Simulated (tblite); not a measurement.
A geometry optimisation, step by step.

Compound: C₆H₄BrClO₂.
SMILES with atom numbers: `[CH3:1][c:2]1[c:3]([Br:4])[cH:5][o:6][c:7]1[C:8](=[O:9])[Cl:10]` (hydrogens: H11, H12, H13 on C1; H14 on C5)

Computed with GFN2-xTB (tblite), gas phase: L-BFGS steps from a force-field or distance-geometry start until the largest atomic force falls under 0.01 eV/Å. 11 of its 38 geometries are shown.

Step 0: E = -860.7421 eV, largest atomic force 4.403 eV/Å
```
atom  x, y, z in Å  |  force x, y, z in eV/Å
C1     -0.327   -1.704    0.305   -1.383  -0.549  -0.163
C2     -0.329   -0.228    0.070    1.240  -3.038   0.369
C3     -1.437    0.566    0.102   -1.940   1.059   0.035
Br4    -3.236   -0.029    0.408    0.668   0.326  -0.118
C5     -1.008    1.853   -0.146   -1.029   0.178   0.024
O6      0.301    1.824   -0.317    0.158   2.587  -0.350
C7      0.744    0.599   -0.185    1.386  -1.137  -0.038
C8      2.152    0.221   -0.296    0.987  -4.182   0.424
O9      2.551   -0.977   -0.167   -1.531   4.109  -0.401
Cl10    3.365    1.418   -0.634   -0.522   0.158   0.065
H11    -1.085   -1.926    1.105    0.801   0.121  -0.523
H12    -0.719   -2.252   -0.597    0.410   0.599   0.621
H13     0.639   -2.134    0.548   -0.027   0.319   0.039
H14    -1.613    2.768   -0.219    0.782  -0.549   0.015
```

Step 4: E = -861.1633 eV, largest atomic force 0.414 eV/Å
```
atom  x, y, z in Å  |  force x, y, z in eV/Å
C1     -0.349   -1.727    0.304   -0.047   0.044  -0.014
C2     -0.312   -0.266    0.076    0.125  -0.072   0.002
C3     -1.452    0.573    0.100    0.010  -0.018  -0.038
Br4    -3.215   -0.015    0.404    0.149   0.153  -0.034
C5     -1.021    1.849   -0.147    0.044  -0.080  -0.025
O6      0.302    1.863   -0.320    0.038   0.021   0.008
C7      0.756    0.587   -0.186    0.016  -0.130   0.006
C8      2.150    0.176   -0.292   -0.275   0.224  -0.028
O9      2.533   -0.945   -0.169    0.017  -0.306   0.048
Cl10    3.341    1.433   -0.632   -0.359   0.204   0.026
H11    -1.066   -1.928    1.098    0.060  -0.124   0.086
H12    -0.710   -2.238   -0.587    0.009   0.021  -0.076
H13     0.630   -2.122    0.549    0.008   0.052   0.048
H14    -1.588    2.760   -0.220    0.207   0.010  -0.011
```

Step 7: E = -861.1967 eV, largest atomic force 0.245 eV/Å
```
atom  x, y, z in Å  |  force x, y, z in eV/Å
C1     -0.354   -1.731    0.304    0.061  -0.061   0.034
C2     -0.307   -0.275    0.078   -0.116   0.053  -0.009
C3     -1.440    0.565    0.092   -0.077   0.151  -0.008
Br4    -3.191    0.013    0.399   -0.242  -0.018   0.030
C5     -1.011    1.839   -0.153    0.115   0.104  -0.010
O6      0.309    1.858   -0.318    0.157  -0.131  -0.047
C7      0.752    0.581   -0.187    0.001  -0.158   0.038
C8      2.129    0.167   -0.293    0.106   0.102   0.012
O9      2.522   -0.953   -0.166    0.084  -0.029  -0.029
Cl10    3.272    1.469   -0.627   -0.172   0.065   0.010
H11    -1.053   -1.949    1.111   -0.027  -0.047  -0.025
H12    -0.707   -2.232   -0.598    0.003  -0.026   0.024
H13     0.627   -2.111    0.556    0.115  -0.079  -0.009
H14    -1.550    2.761   -0.222   -0.010   0.076  -0.011
```

Step 11: E = -861.2222 eV, largest atomic force 0.251 eV/Å
```
atom  x, y, z in Å  |  force x, y, z in eV/Å
C1     -0.349   -1.743    0.310   -0.045   0.032  -0.007
C2     -0.328   -0.283    0.083   -0.019  -0.025   0.050
C3     -1.447    0.584    0.087   -0.026  -0.058   0.049
Br4    -3.216    0.038    0.398    0.025   0.121  -0.025
C5     -0.983    1.849   -0.159   -0.094  -0.044   0.005
O6      0.337    1.833   -0.324   -0.112   0.013   0.019
C7      0.747    0.549   -0.181   -0.040   0.021  -0.001
C8      2.127    0.160   -0.288   -0.068  -0.100   0.007
O9      2.540   -0.955   -0.172    0.240   0.064  -0.035
Cl10    3.190    1.516   -0.622    0.087   0.034  -0.006
H11    -1.046   -1.977    1.113   -0.006  -0.043  -0.011
H12    -0.701   -2.235   -0.597    0.028  -0.079   0.039
H13     0.643   -2.115    0.556   -0.061   0.036  -0.055
H14    -1.514    2.779   -0.227    0.093   0.028  -0.030
```

Step 15: E = -861.2344 eV, largest atomic force 0.160 eV/Å
```
atom  x, y, z in Å  |  force x, y, z in eV/Å
C1     -0.355   -1.748    0.313   -0.035  -0.055  -0.004
C2     -0.344   -0.288    0.092    0.021  -0.021  -0.018
C3     -1.457    0.586    0.094    0.015  -0.019   0.014
Br4    -3.231    0.072    0.395   -0.049   0.054   0.005
C5     -0.984    1.847   -0.161    0.021  -0.006   0.011
O6      0.335    1.819   -0.325    0.024  -0.035   0.009
C7      0.739    0.532   -0.177    0.034  -0.026   0.004
C8      2.125    0.150   -0.287    0.098   0.121  -0.036
O9      2.591   -0.943   -0.181   -0.059   0.048   0.003
Cl10    3.163    1.542   -0.620    0.000  -0.006   0.005
H11    -1.047   -2.000    1.113   -0.019  -0.026   0.033
H12    -0.695   -2.252   -0.591   -0.034  -0.027  -0.033
H13     0.642   -2.110    0.547   -0.007   0.032   0.019
H14    -1.484    2.793   -0.235   -0.010  -0.034  -0.013
```

Step 18: E = -861.2371 eV, largest atomic force 0.086 eV/Å
```
atom  x, y, z in Å  |  force x, y, z in eV/Å
C1     -0.360   -1.754    0.312    0.009  -0.011   0.000
C2     -0.345   -0.293    0.093   -0.018  -0.027  -0.008
C3     -1.457    0.584    0.098    0.017   0.005  -0.012
Br4    -3.239    0.089    0.394   -0.008   0.029   0.007
C5     -0.982    1.843   -0.160    0.040  -0.011   0.010
O6      0.337    1.812   -0.324    0.026   0.013  -0.002
C7      0.741    0.526   -0.176   -0.014   0.015  -0.007
C8      2.132    0.159   -0.291   -0.034  -0.051   0.024
O9      2.598   -0.934   -0.183   -0.009   0.041  -0.008
Cl10    3.158    1.550   -0.619    0.052   0.066  -0.016
H11    -1.049   -2.009    1.117   -0.002  -0.002  -0.021
H12    -0.698   -2.260   -0.593   -0.024  -0.002   0.019
H13     0.640   -2.105    0.547   -0.008  -0.025   0.014
H14    -1.476    2.792   -0.239   -0.028  -0.040  -0.001
```

Step 22: E = -861.2382 eV, largest atomic force 0.040 eV/Å
```
atom  x, y, z in Å  |  force x, y, z in eV/Å
C1     -0.362   -1.758    0.312    0.004   0.001   0.001
C2     -0.345   -0.296    0.091    0.014   0.006  -0.003
C3     -1.455    0.583    0.098    0.006   0.002  -0.010
Br4    -3.242    0.101    0.395    0.011   0.016   0.005
C5     -0.978    1.841   -0.158   -0.012  -0.004  -0.004
O6      0.340    1.811   -0.323   -0.007   0.001   0.004
C7      0.741    0.524   -0.176    0.015   0.000  -0.001
C8      2.131    0.162   -0.290    0.030   0.018  -0.008
O9      2.602   -0.929   -0.184    0.013  -0.007   0.002
Cl10    3.162    1.560   -0.620   -0.035  -0.016   0.010
H11    -1.050   -2.012    1.116   -0.006   0.010  -0.003
H12    -0.703   -2.265   -0.591   -0.004  -0.002   0.005
H13     0.638   -2.108    0.549   -0.006  -0.031   0.000
H14    -1.478    2.786   -0.241   -0.021   0.005   0.003
```

Step 26: E = -861.2387 eV, largest atomic force 0.020 eV/Å
```
atom  x, y, z in Å  |  force x, y, z in eV/Å
C1     -0.362   -1.759    0.312   -0.007  -0.006  -0.001
C2     -0.343   -0.297    0.090    0.002  -0.008   0.002
C3     -1.453    0.582    0.095    0.005  -0.004   0.003
Br4    -3.241    0.110    0.396   -0.006  -0.010   0.005
C5     -0.977    1.841   -0.159    0.004  -0.003  -0.007
O6      0.340    1.811   -0.322    0.004   0.000  -0.007
C7      0.743    0.524   -0.176    0.000   0.002   0.004
C8      2.135    0.164   -0.291   -0.006  -0.010   0.003
O9      2.607   -0.926   -0.185    0.006   0.010  -0.001
Cl10    3.157    1.564   -0.619    0.005   0.010   0.001
H11    -1.053   -2.012    1.115   -0.005   0.017   0.010
H12    -0.706   -2.267   -0.589    0.001   0.004  -0.011
H13     0.635   -2.117    0.550   -0.006  -0.004  -0.004
H14    -1.483    2.783   -0.241    0.004   0.001   0.002
```

Step 30: E = -861.2388 eV, largest atomic force 0.016 eV/Å
```
atom  x, y, z in Å  |  force x, y, z in eV/Å
C1     -0.363   -1.760    0.312   -0.001   0.008  -0.001
C2     -0.342   -0.298    0.090   -0.003   0.006  -0.001
C3     -1.452    0.581    0.095   -0.006   0.002   0.000
Br4    -3.241    0.110    0.398    0.011  -0.008   0.002
C5     -0.977    1.840   -0.160   -0.001  -0.004   0.004
O6      0.341    1.811   -0.323   -0.002  -0.007   0.000
C7      0.743    0.524   -0.176    0.001  -0.007  -0.006
C8      2.135    0.165   -0.290    0.010   0.013   0.000
O9      2.609   -0.925   -0.185    0.000  -0.002   0.001
Cl10    3.157    1.566   -0.618   -0.002   0.003   0.002
H11    -1.054   -2.008    1.116   -0.001  -0.002  -0.008
H12    -0.707   -2.267   -0.591   -0.010   0.004   0.008
H13     0.633   -2.120    0.550   -0.005  -0.001   0.001
H14    -1.483    2.782   -0.240    0.008  -0.004  -0.002
```

Step 33: E = -861.2389 eV, largest atomic force 0.014 eV/Å
```
atom  x, y, z in Å  |  force x, y, z in eV/Å
C1     -0.364   -1.760    0.312   -0.001  -0.005   0.002
C2     -0.342   -0.298    0.090    0.006  -0.006  -0.002
C3     -1.452    0.580    0.095    0.009  -0.002  -0.001
Br4    -3.240    0.108    0.399   -0.005  -0.010   0.004
C5     -0.976    1.839   -0.161    0.002   0.006   0.002
O6      0.341    1.810   -0.324    0.003   0.005  -0.001
C7      0.744    0.523   -0.176    0.002   0.005  -0.005
C8      2.137    0.166   -0.290    0.003  -0.010  -0.002
O9      2.611   -0.923   -0.185    0.002   0.012   0.001
Cl10    3.157    1.569   -0.617   -0.003  -0.001   0.004
H11    -1.056   -2.005    1.116   -0.005  -0.009  -0.004
H12    -0.709   -2.266   -0.591   -0.012   0.002   0.006
H13     0.631   -2.123    0.549    0.000   0.005   0.001
H14    -1.482    2.781   -0.240   -0.001   0.010  -0.004
```

Step 37: E = -861.2390 eV, largest atomic force 0.009 eV/Å
```
atom  x, y, z in Å  |  force x, y, z in eV/Å
C1     -0.366   -1.760    0.312   -0.003  -0.002  -0.001
C2     -0.340   -0.299    0.089   -0.002   0.003   0.000
C3     -1.451    0.579    0.096   -0.001   0.005   0.001
Br4    -3.238    0.104    0.402    0.009   0.000   0.000
C5     -0.976    1.838   -0.161    0.000   0.002  -0.003
O6      0.341    1.809   -0.325    0.000   0.003   0.000
C7      0.745    0.522   -0.178   -0.001   0.000   0.002
C8      2.138    0.167   -0.290   -0.003   0.003  -0.002
O9      2.615   -0.921   -0.185    0.003  -0.006   0.002
Cl10    3.156    1.573   -0.615    0.003   0.003   0.001
H11    -1.059   -2.004    1.116    0.000  -0.004   0.007
H12    -0.715   -2.264   -0.590   -0.001  -0.006  -0.005
H13     0.628   -2.125    0.549    0.001  -0.002  -0.002
H14    -1.480    2.781   -0.241   -0.003  -0.001  -0.001
```

Problem. Summarise the path.

Solution. The energy falls by 47.94 kJ/mol from step 0 to step 37; nine tenths of that is first reached at step 6. It falls at every step. The largest force goes from 4.403 to 0.009 eV/Å. Among the bonds C8=O9 changes most, from 1.270 to 1.193 Å; the atoms move by 0.101 Å rms after alignment.

Problem. Follow the three bonds and two angles with the largest change from start to end.

Solution. 
| step | E above end (kJ/mol) | largest force (eV/Å) | C8=O9 (Å) | C2–C3 (Å) | O6–C7 (Å) | C7–C8–Cl10 (°) | O6–C5–H14 (°) |
| --- | --- | --- | --- | --- | --- | --- | --- |
| 0 | 47.94 | 4.403 | 1.270 | 1.363 | 1.310 | 120.6 | 123.7 |
| 2 | 10.72 | 1.424 | 1.213 | 1.431 | 1.371 | 118.9 | 120.8 |
| 3 | 8.40 | 0.451 | 1.199 | 1.417 | 1.363 | 118.1 | 120.7 |
| 5 | 5.97 | 0.604 | 1.188 | 1.413 | 1.360 | 116.4 | 119.6 |
| 6 | 4.78 | 0.393 | 1.190 | 1.411 | 1.359 | 115.4 | 118.8 |
| 8 | 3.31 | 0.303 | 1.197 | 1.411 | 1.357 | 114.3 | 118.7 |
| 10 | 2.08 | 0.315 | 1.197 | 1.414 | 1.356 | 113.2 | 119.4 |
| 11 | 1.62 | 0.251 | 1.194 | 1.415 | 1.356 | 112.7 | 119.6 |
| 13 | 0.86 | 0.239 | 1.191 | 1.415 | 1.356 | 111.9 | 119.1 |
| 14 | 0.61 | 0.226 | 1.192 | 1.415 | 1.357 | 111.7 | 118.6 |
| 16 | 0.33 | 0.112 | 1.194 | 1.416 | 1.357 | 111.9 | 117.9 |
| 18 | 0.18 | 0.086 | 1.194 | 1.416 | 1.357 | 112.1 | 118.0 |
| 19 | 0.14 | 0.059 | 1.193 | 1.416 | 1.356 | 112.2 | 118.1 |
| 21 | 0.09 | 0.038 | 1.193 | 1.416 | 1.356 | 112.3 | 118.2 |
| 23 | 0.06 | 0.045 | 1.193 | 1.416 | 1.356 | 112.2 | 118.3 |
| 24 | 0.04 | 0.038 | 1.193 | 1.416 | 1.356 | 112.2 | 118.4 |
| 26 | 0.03 | 0.020 | 1.193 | 1.416 | 1.356 | 112.1 | 118.5 |
| 27 | 0.03 | 0.016 | 1.193 | 1.416 | 1.357 | 112.1 | 118.6 |
| 29 | 0.02 | 0.017 | 1.193 | 1.416 | 1.357 | 112.1 | 118.6 |
| 31 | 0.01 | 0.016 | 1.193 | 1.416 | 1.357 | 112.1 | 118.5 |
| 32 | 0.01 | 0.016 | 1.193 | 1.416 | 1.356 | 112.1 | 118.5 |
| 34 | 0.01 | 0.013 | 1.193 | 1.416 | 1.356 | 112.1 | 118.5 |
| 35 | 0.00 | 0.014 | 1.193 | 1.416 | 1.356 | 112.1 | 118.5 |
| 37 | 0.00 | 0.009 | 1.193 | 1.416 | 1.357 | 112.0 | 118.5 |
